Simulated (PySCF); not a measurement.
Task: Give a PBE0-D3(BJ)/def2-SVP geometry of `BC(=C)[SiH2]C`.

Result: 
```
atom  x, y, z in Å
B1     1.0936    1.4655    0.7306
C2     0.9500    0.0847    0.0445
C3     1.9630   -0.3248   -0.7525
Si4   -0.5801   -0.9807    0.3015
C5    -2.1264   -0.0770   -0.2690
H6     0.2341    1.9104    1.4604
H7     2.0900    2.1290    0.5385
H8     1.9588   -1.2892   -1.2786
H9     2.8505    0.3024   -0.9106
H10   -0.7117   -1.3178    1.7552
H11   -0.4125   -2.2611   -0.4612
H12   -3.0241   -0.6950   -0.1136
H13   -2.2543    0.8601    0.2949
H14   -2.0613    0.1724   -1.3392
```

Any rigid rotation of these coordinates is as good. Atoms count from 1 in this order. B1 (three-coordinate boron) is planar (angles 121.9°, 119.6° and 118.5°, sum 360.0°, 0.00 Å off the plane of its three neighbours). Of the pairs four or more bonds apart, H7···H9 is among the closest relative to their van der Waals radii: 2.45 Å, 102 % of the sum of Bondi's values. Si4 (SiH2 silicon) is tetrahedral (angles from 108.1° to 110.8°).

Bonds between heavy atoms (Å): B1–C2 1.548, C2=C3 1.352, C2–Si4 1.882, Si4–C5 1.880.

Method used: PBE0-D3(BJ)/def2-SVP geometry optimisation, gas phase (PySCF).

Point group: C1 (no symmetry element, even within 0.4 Å). No PBE0-D3(BJ)/def2-SVP frequencies stand behind this structure, so it isn't proved a minimum. One conformer, not necessarily the lowest (B1–C2–Si4–C5 60°).
